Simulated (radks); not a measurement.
Yb59+, 11 electrons, occupied as [Ne] 3s1 (the NIST ground configuration). All-electron calculation, scalar-relativistic Kohn-Sham, PBE, spin-polarised, spherical densities, finite nucleus; open shells are filled with parallel spins first (spin-orbit coupling, left out, can overturn this in heavy ions); Fermi nuclear charge, rms radius 5.3108 fm. Program: a radial shooting solver on a logarithmic mesh with Libxc functionals. Some entries of the table are withheld. Estimate them.

orbital,occ.,eigenvalue (eV),<1/r> (bohr^-1),r(max) (bohr)
1s up,1,-66128.08,80.66,0.01237
1s down,1,-66124.12,80.66,0.01237
2s up,1,-14996.11,19.11,0.07002
2s down,1,-14991.18,19.11,0.07002
2p up,3,-13811.46,(1),(2)
2p down,3,-13807.07,(3),(4)
3s up,1,-6203.585,7.850,0.1868
3s down,0,-6180.562,7.863,0.1866
3p up,0,(5),7.374,0.1813
3p down,0,(6),7.388,0.1810
4s up,0,-3356.335,4.244,0.3657

Answer. 
(1) 2p up <1/r> (bohr^-1): 17.52
(2) 2p up r(max) (bohr): 0.05695
(3) 2p down <1/r> (bohr^-1): 17.52
(4) 2p down r(max) (bohr): 0.05695
(5) 3p up eigenvalue (eV): -5851.624
(6) 3p down eigenvalue (eV): -5829.505
